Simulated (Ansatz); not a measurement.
Species: CH7NSi2, SMILES `[SiH3]/C=N\[SiH3]` (charge 0, multiplicity 1), formula CH7NSi2.

Task: How many basis functions does frozen-core CCSD(T)/cc-pVTZ // PBE-D3(BJ)/def2-TZVP (Ansatz, a program for electronic structure) use, how many core orbitals are frozen, and how many electrons are correlated?

Result: 226 basis functions and 12 frozen orbitals, which leaves 24 correlated electrons. Core time is of the order of minutes.
